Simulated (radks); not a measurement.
Results of a calculation; reference values are marked as such.
Q: Species: neutral krypton. Configuration: [Kr]. Level of theory: scalar-relativistic Kohn-Sham, LB94 model potential, spin-unpolarised, spherical densities, finite nucleus; Fermi nuclear charge, rms radius 4.1884 fm (a radial shooting solver on a logarithmic mesh with Libxc functionals). Some entries of the table are withheld. Estimate them.

orbital  occ.  eigenvalue (eV)  <r^2> (bohr^2)
1s          2        -14259.14             (1)
2s          2        -1893.352         0.03945
2p          6        -1678.493         0.03110
3s          2        -274.6494          0.3244
3p          6        -206.1707          0.3420
3d         10         -92.4928          0.3740
4s          2         -28.5065           2.761
4p          6         -14.3736           4.357
5s          0          -4.2565           27.96
5p          0          -2.4041           55.10
4d          0              (2)           50.60
4f          0              (3)           469.2

A: 
(1) 1s <r^2> (bohr^2): 0.002308
(2) 4d eigenvalue (eV): -1.7558
(3) 4f eigenvalue (eV): -0.6948
